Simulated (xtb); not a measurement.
Input file for xtb: GFN2-xTB on C2H7N (a complex).

```
$ xtb mol.xyz --gfn 2 --sp --chrg 0 --uhf 0
10

N      0.12295515    -0.08712477    -0.16612172
H      0.32890160     0.70779345    -0.76037602
H      0.72356996    -0.84903293    -0.45978954
H     -0.83349680    -0.36547020    -0.35436487
C     -0.43537033    -0.30962806     4.14031806
C      0.35883512     0.42375914     3.37288789
H     -1.12624074    -1.02896417     3.71566354
H     -0.43107529    -0.22507354     5.22087145
H      1.04711611     1.14088674     3.80678941
H      0.35193704     0.33548621     2.29159890
```

Output:

```
[...]
           -------------------------------------------------
          |                Calculation Setup                |
           -------------------------------------------------



molecular fragmentation (1/2 indicates fragments):
1111222222
# atoms in fragment 1/2:     4     6
 fragment masses (1/2) :       17.03       28.05
CMA distance (Bohr)    :   7.545
constraining FC (au)   :  0.0500

           -------------------------------------------------
          |                 G F N 2 - x T B                 |
           -------------------------------------------------

        Reference                      10.1021/acs.jctc.8b01176
      * Hamiltonian:
        H0-scaling (s, p, d)           1.850000    2.230000    2.230000
        zeta-weighting                 0.500000
      * Dispersion:
        s8                             2.700000
        a1                             0.520000
        a2                             5.000000
        s9                             5.000000
      * Repulsion:
        kExp                           1.500000    1.000000
        rExp                           1.000000
      * Coulomb:
        alpha                          2.000000
        third order                    shell-resolved
        anisotropic                    true
        a3                             3.000000
        a5                             4.000000
        cn-shift                       1.200000
        cn-exp                         4.000000
        max-rad                        5.000000


          ...................................................
          :                      SETUP                      :
          :.................................................:
          :  # basis functions                  19          :
          :  # atomic orbitals                  19          :
          :  # shells                           13          :
          :  # electrons                        20          :
          :  max. iterations                   250          :
          :  Hamiltonian                  GFN2-xTB          :
          :  restarted?                      false          :
          :  GBSA solvation                  false          :
          :  PC potential                    false          :
          :  electronic temp.          300.0000000     K    :
          :  accuracy                    1.0000000          :
          :  -> integral cutoff          0.2500000E+02      :
          :  -> integral neglect         0.1000000E-07      :
          :  -> SCF convergence          0.1000000E-05 Eh   :
          :  -> wf. convergence          0.1000000E-03 e    :
          :  Broyden damping             0.4000000          :
          :  net charge                          0          :
          :  unpaired electrons                  0          :
          ...................................................

 iter      E             dE          RMSdq      gap      omega  full diag
   1    -10.8452202 -0.108452E+02  0.431E+00    4.16       0.0  T
   2    -10.8748400 -0.296199E-01  0.222E+00    4.71       1.0  T
   3    -10.8758002 -0.960127E-03  0.847E-01    5.09       1.0  T
   4    -10.8757162  0.839300E-04  0.177E-01    5.30       1.0  T
   5    -10.8759399 -0.223663E-03  0.549E-02    5.30       1.0  T
   6    -10.8759409 -0.102283E-05  0.946E-03    5.30       3.3  T
   7    -10.8759411 -0.152487E-06  0.215E-03    5.30      14.7  T
   8    -10.8759411 -0.452584E-08  0.437E-04    5.30      72.4  T
   9    -10.8759411 -0.566148E-09  0.759E-05    5.30     416.6  T

   *** convergence criteria satisfied after 9 iterations ***

         #    Occupation            Energy/Eh            Energy/eV
      -------------------------------------------------------------
         1        2.0000           -0.5981452             -16.2764
       ...           ...                  ...                  ...
         4        2.0000           -0.5042622             -13.7217
         5        2.0000           -0.5041148             -13.7177
         6        2.0000           -0.4908560             -13.3569
         7        2.0000           -0.4557644             -12.4020
         8        2.0000           -0.4179996             -11.3743
         9        2.0000           -0.3998953             -10.8817
        10        2.0000           -0.3901200             -10.6157 (HOMO)
        11                         -0.1953269              -5.3151 (LUMO)
        12                          0.0579607               1.5772
        13                          0.1466495               3.9905
        14                          0.1709146               4.6508
        15                          0.2069939               5.6326
       ...                                ...                  ...
        19                          0.5908516              16.0779
      -------------------------------------------------------------
                  HL-Gap            0.1947931 Eh            5.3006 eV
             Fermi-level           -0.2927235 Eh           -7.9654 eV

 SCC (total)                   0 d,  0 h,  0 min,  0.005 sec
 SCC setup                      ...        0 min,  0.000 sec (  3.937%)
 Dispersion                     ...        0 min,  0.000 sec (  1.614%)
 classical contributions        ...        0 min,  0.000 sec (  0.729%)
 integral evaluation            ...        0 min,  0.000 sec (  9.989%)
 iterations                     ...        0 min,  0.003 sec ( 55.112%)
 molecular gradient             ...        0 min,  0.001 sec ( 23.248%)
 printout                       ...        0 min,  0.000 sec (  5.016%)

         :::::::::::::::::::::::::::::::::::::::::::::::::::::
         ::                     SUMMARY                     ::
         :::::::::::::::::::::::::::::::::::::::::::::::::::::
         :: total energy             -10.699449246366 Eh    ::
         :: gradient norm              0.013906271194 Eh/a0 ::
         :: HOMO-LUMO gap              5.300590385726 eV    ::
         ::.................................................::
         :: SCC energy               -10.875939652661 Eh    ::
         :: -> isotropic ES            0.015593548065 Eh    ::
         :: -> anisotropic ES          0.002564211623 Eh    ::
         :: -> anisotropic XC          0.012331571169 Eh    ::
         :: -> dispersion             -0.002638352967 Eh    ::
         :: repulsion energy           0.176490406295 Eh    ::
         :: add. restraining           0.000000000000 Eh    ::
         :: total charge               0.000000000000 e     ::
         :::::::::::::::::::::::::::::::::::::::::::::::::::::

           -------------------------------------------------
          |                Property Printout                |
           -------------------------------------------------

    * Orbital Energies and Occupations

         #    Occupation            Energy/Eh            Energy/eV
      -------------------------------------------------------------
         1        2.0000           -0.5981452             -16.2764
         2        2.0000           -0.5937073             -16.1556
         3        2.0000           -0.5338532             -14.5269
         4        2.0000           -0.5042622             -13.7217
         5        2.0000           -0.5041148             -13.7177
         6        2.0000           -0.4908560             -13.3569
         7        2.0000           -0.4557644             -12.4020
         8        2.0000           -0.4179996             -11.3743
         9        2.0000           -0.3998953             -10.8817
        10        2.0000           -0.3901200             -10.6157 (HOMO)
        11                         -0.1953269              -5.3151 (LUMO)
        12                          0.0579607               1.5772
Note: The following floating-point exceptions are signalling: IEEE_UNDERFLOW_FLAG IEEE_DENORMAL
normal termination of xtb
        13                          0.1466495               3.9905
        14                          0.1709146               4.6508
        15                          0.2069939               5.6326
        16                          0.2089416               5.6856
        17                          0.2092921               5.6951
        18                          0.4433529              12.0642
        19                          0.5908516              16.0779
      -------------------------------------------------------------
                  HL-Gap            0.1947931 Eh            5.3006 eV
             Fermi-level           -0.2927235 Eh           -7.9654 eV

     #   Z          covCN         q      C6AA      α(0)
     1   7 N        2.580    -0.427    31.153     8.289
     2   1 H        0.860     0.143     1.448     1.885
     3   1 H        0.860     0.144     1.445     1.883
     4   1 H        0.860     0.144     1.443     1.882
     5   6 C        2.831    -0.080    29.978     8.972
     6   6 C        2.831    -0.084    30.084     8.988
     7   1 H        0.925     0.033     2.542     2.493
     8   1 H        0.925     0.031     2.568     2.506
     9   1 H        0.925     0.034     2.533     2.489
    10   1 H        0.925     0.061     2.184     2.311

 Mol. C6AA /au·bohr⁶  :        696.144517
 Mol. C8AA /au·bohr⁸  :      14245.185557
 Mol. α(0) /au        :         41.698569


Wiberg/Mayer (AO) data.
largest (>0.10) Wiberg bond orders for each atom

 ---------------------------------------------------------------------------
     #   Z sym  total        # sym  WBO       # sym  WBO       # sym  WBO
 ---------------------------------------------------------------------------
     1   7 N    2.943 --     2 H    0.978     3 H    0.978     4 H    0.978
     2   1 H    0.979 --     1 N    0.978
     3   1 H    0.979 --     1 N    0.978
     4   1 H    0.979 --     1 N    0.978
     5   6 C    3.993 --     6 C    2.036     7 H    0.978     8 H    0.978
     6   6 C    3.990 --     5 C    2.036     9 H    0.978    10 H    0.971
     7   1 H    0.999 --     5 C    0.978
     8   1 H    0.999 --     5 C    0.978
     9   1 H    0.999 --     6 C    0.978
    10   1 H    0.996 --     6 C    0.971
 ---------------------------------------------------------------------------

Topologies differ in total number of bonds
Writing topology from bond orders to xtbtopo.mol

molecular dipole:
                 x           y           z       tot (Debye)
 q only:       -0.020      -0.055      -0.399
   full:       -0.077      -0.145      -0.777       2.018
molecular quadrupole (traceless):
                xx          xy          yy          xz          yz          zz
 q only:        0.571       0.317       0.599      -0.082       0.023      -1.170
  q+dip:       -0.003       1.618       0.082      -0.359       0.174      -0.079
   full:        0.377       0.795       0.470      -0.277       0.102      -0.847


           -------------------------------------------------
          | TOTAL ENERGY              -10.699449246366 Eh   |
          | GRADIENT NORM               0.013906271194 Eh/α |
          | HOMO-LUMO GAP               5.300590385726 eV   |
           -------------------------------------------------

------------------------------------------------------------------------
------------------------------------------------------------------------
 total:
 SCF:
```

The run finished.

Cost: very roughly 0.07 core-seconds.
